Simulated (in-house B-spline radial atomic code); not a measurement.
## RPA and G0W0 on LDA VWN5: the iridium ion Ir⁴⁺

Configuration [Xe] 4f14 5d5, highest spin, mean-field start LDA VWN5. Computed with a B-spline radial code for spherical atoms: all electrons, scalar-relativistic (spin-free one-electron X2C), finite nucleus, each spin shell either full or empty, empty states to l = 9 with an (l + 1/2)⁻⁴ tail; G0W0 by contour deformation at full frequency.

Without the two-electron picture change, the correlation of inner shells comes somewhat too large for so heavy an element.

Command:
```bash
python run_gw.py task.json out
```
Settings (radii: box in bohr, nucleus in fm):
```
Z                        77
electrons                73
configuration            [Xe] 4f14 5d5
hamiltonian              x2c
method                   lda,vwn
lmax                     9
rms_radius               5.4032
spin_polarised           True
box_radius               11.96
intervals                67
```

Time taken, with all properties: 15 s on 1 thread of Arm Neoverse N1 (shared host).

Energies (hartree):

| term | value |
| --- | --- |
| mean-field total | -17814.95534 |
| Hartree-Fock functional on these orbitals | -17820.73392 |
| direct second order | -7.5887 |
| second-order exchange | 1.8937 |
| SOSEX correction | 1.7789 |

(1) What is the RPA correlation energy, and what remains with SOSEX?

Quasi-particle levels (eV):

```tsv
level	occupied	mean field	Σx - vxc	Σc	QP weight	G0W0
5d up	yes	-52.14	-7.35	?	?	?
4f down	yes	-109.27	-21.45	7.85	0.868	-122.86
5d down	no	-48.45	9.77	-3.64	0.907	-42.33
```

G0W0 = mean field + (Σx - vxc) + Σc, with Σc (partial-wave tail included) taken at the quasi-particle energy. Only the outer levels were computed. Levels of low weight are left out.

(2) Where does G0W0 put 5d up?

## Answers

(1) RPA gives -6.6159 hartree (-2.47 eV per electron); RPA + SOSEX gives -4.8369, and the second-order doubles -5.695 hartree (no singles). SOSEX takes back 27 % of the RPA value.

(2) At -59.53 eV, with Σc = -0.03 eV and a quasi-particle weight of 0.853. The tabulated removal energy is 57 ± 1.9 eV (NIST, tabulated theory); the calculation leaves out spin-orbit coupling, Breit and QED terms, and what these don't explain is the method's own error.
